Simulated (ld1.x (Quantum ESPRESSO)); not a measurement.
**Ta, TM: configuration errors across variants**

* Element: Ta
* Generator: ld1.x (Quantum ESPRESSO) 7.5
* Type: norm-conserving Troullier–Martins (Kleinman–Bylander form)
* Functional: PBE
* Relativity: scalar-relativistic
* Frozen core: [Kr] 4d10 4f14
* Valence charge: 13
* Reference configuration: 5s2 5p6 5d3 6s1.5 6p0 (charge +0.5)
* Partial waves: 5s (bound): rc 1.90 bohr; 5p (bound): rc 1.55 bohr; 5d (bound): rc 2.75 bohr
* Local potential: the d channel
* Core correction: none

Occupied shells without a wave of their own: 6s. They enter only through the test configuration that unscreens the potential.

All-electron excitation energies from the reference (eV): (1) 5s2 5p6 5d3 6s2 6p0 -3.461; (2) 5s2 5p6 5d3 6s1 6p0 5.006; (3) 5s2 5p6 5d3 6s0 6p0 19.978; (4) 5s2 5p6 5d3 6s0 6p2 5.134; (5) 5s2 5p6 5d2 6s2 6p0 4.220; (6) 5s2 5p6 5d1 6s0 6p0 78.624; (7) 5s2 5p5 5d3 6s2 6p0 41.519.

For the base: The 6s level has no wave, so the channel is fitted at the deeper level alone: the likely source of the large errors.

Tests that are not counted but printed errors over 1 eV. “all radii scaled by about 0.77 (s 1.46, p 1.18, d 2.12 bohr)”: 5s2 5p6 5d3 6s0 6p2 (solver errors, printed error -8.4 eV). “all radii scaled by about 1.18 (s 2.24, p 1.84, d 3.26 bohr)”: 5s2 5p6 5d3 6s2 6p0 (pseudo-atom not self-consistent, printed error -1515 eV); 5s2 5p5 5d3 6s2 6p0 (solver errors, printed error -25.6 eV).

3 further variants failed, have other tests or too few solved ones, and are left out.

A true bound ghost makes a file unfit for plane-wave use even where its test errors are small: the radial tests pick states by their node count and pass the ghost by. Where a test does run into it, the solver fails or the error is huge.

The file “base” misses its own reference levels by 1.2 eV. The file “all radii scaled by about 0.77 (s 1.46, p 1.18, d 2.12 bohr)” misses its own reference levels by 0.5 eV. The file “all radii scaled by about 1.18 (s 2.24, p 1.84, d 3.26 bohr)” misses its own reference levels by 3.4 eV.

Errors AE − PS in meV (a dash: test not solved or not reliable):

| change | (1) | (2) | (3) | (4) | (5) | (6) | (7) | bound ghosts |
| --- | --- | --- | --- | --- | --- | --- | --- | --- |
| base | -543 | +675 | +2486 | +1866 | -747 | +4314 | -1038 | none |
| all radii scaled by about 0.77 (s 1.46, p 1.18, d 2.12 bohr) | -232 | +289 | +1076 | – | -340 | +1727 | -681 | p |
| all radii scaled by about 1.18 (s 2.24, p 1.84, d 3.26 bohr) | – | -1907 | -7139 | -5401 | +1751 | -12059 | – | not determined |

**Question.** Give the same row for: all radii scaled by about 0.87 (s 1.66, p 1.36, d 2.40 bohr).

**Answer.** -276, +343, +1272, +2110, -384, +2216, -549; bound ghosts: none.
